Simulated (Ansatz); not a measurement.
The molecule AlRu, multiplicity 4 (lowest of 2S+1 = 2, 4, 6 at CCSD(T)/def2-TZVPP on PBE0 minima; our sources give no spin for the ground state, which may be another). No spin–orbit coupling.

Seven points along R, fitted to fifth degree in 1/R; most abundant isotopes. Runs in def2 and cc sets follow the lowest solution found near the PBE0 minimum.

The values were computed with Ansatz (Gaussian orbitals). Each number belongs to the level named beside it. In def2 rows elements past Kr take small-core potentials, without spin–orbit coupling.

```json
[
 {"level": "SVWN5/def2-TZVPP", "r_e (Å)": "2.216", "ω_e (cm⁻¹)": "401", "B_e (cm⁻¹)": "0.161", "α_e (cm⁻¹)": "0.00098", "dipole (D)": "0.42"},
 {"level": "PBE/def2-TZVPP", "r_e (Å)": "2.274", "ω_e (cm⁻¹)": "356", "B_e (cm⁻¹)": "0.153", "α_e (cm⁻¹)": "0.0011", "dipole (D)": "0.81"},
 {"level": "r2SCAN/def2-TZVPP", "r_e (Å)": "2.293", "ω_e (cm⁻¹)": "325", "B_e (cm⁻¹)": "0.150", "α_e (cm⁻¹)": "0.0011", "dipole (D)": "1.20"},
 {"level": "PBE0/def2-TZVPP", "r_e (Å)": "2.252", "ω_e (cm⁻¹)": "341", "B_e (cm⁻¹)": "0.156", "α_e (cm⁻¹)": "0.0021", "dipole (D)": "0.96"},
 {"level": "wB97M-V/def2-TZVPP", "r_e (Å)": "2.216", "ω_e (cm⁻¹)": "415", "B_e (cm⁻¹)": "0.161", "α_e (cm⁻¹)": "0.00080", "dipole (D)": "0.51"}
]
```

Ansatz is a quantum-chemistry and plane-wave program.
